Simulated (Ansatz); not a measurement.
Computed with Ansatz on PBE0-D4/def2-TZVP structures; ΔE is electronic, products minus reactants. CCSD(T)/CBS adds triple-zeta CCSD(T) − MP2 to the extrapolated MP2 energy (def2 sets, frozen cores). This one scheme is used for every species. Functionals use def2-TZVPP. Each species was taken in one conformer, which may not be the lowest.

Consider the cleavage of the Si–Si bond: `N[SiH2][SiH2][SiH3]` + `O[SiH2]O` → `O[SiH2]O[SiH2][SiH3]` + `N[SiH3]`.

CCSD(T)/CBS gives -22.0 kcal/mol.

Another level gave -23.2 kcal/mol. Which?
A. HF/def2-TZVPP
B. PBE/def2-TZVPP
C. SCS-MP2/def2-TZVPP
D. MP2/def2-TZVPP

D. MP2/def2-TZVPP -23.2, PBE -15.9, SCS-MP2/def2-TZVPP -24.7, HF/def2-TZVPP -28.7 kcal/mol.

Largest T1 diagnostic among the species: 0.012.

From PBE to PBE0 (25 % exact exchange), in def2-TZVPP and without D4, ΔE moves by −1.9 kcal/mol. In def2-TZVPP, CCSD(T) changes the Hartree–Fock value by +6.7 kcal/mol (the triples alone add +0.9 kcal/mol) and MP2 by +5.5 kcal/mol.
